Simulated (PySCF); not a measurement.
H5Sb, SMILES [SbH5]. Atoms are numbered in the order given.

```xyz
6

Sb     0.0000     0.0000     0.0000
H      0.0000     0.0000     1.7724
H      0.0000     0.0000    -1.7724
H      1.7125     0.0000     0.0000
H     -0.8562     1.4830     0.0000
H     -0.8562    -1.4830     0.0000
```
Charge 0, spin multiplicity 1.

The structure is a stationary point at r2SCAN-D4/def2-TZVP. The def2 effective core potentials stand for the cores of Sb; spin–orbit coupling is left out.

Computed with PBE0/def2-TZVPD in PySCF.

Mulliken values depend strongly on the basis, most of all with diffuse functions as here. ESP charges are fitted to the potential on shells at 1.4 to 2.0 van der Waals radii. Atomic charges (e):

| atom | ESP fit | Mulliken |
|---|---|---|
| Sb1 | … | -0.06 |
| H2 | … | -0.02 |
| H3 | … | -0.02 |
| H4 | … | 0.04 |
| H5 | … | 0.04 |
| H6 | … | 0.04 |

### Question
Complete the blanks. (The exact figures need the calculation; the answer reports its results.)

### Answer

- Sb1, ESP fit: 0.50
- H2, ESP fit: -0.19
- H3, ESP fit: -0.19
- H4, ESP fit: -0.04
- H5, ESP fit: -0.04
- H6, ESP fit: -0.04
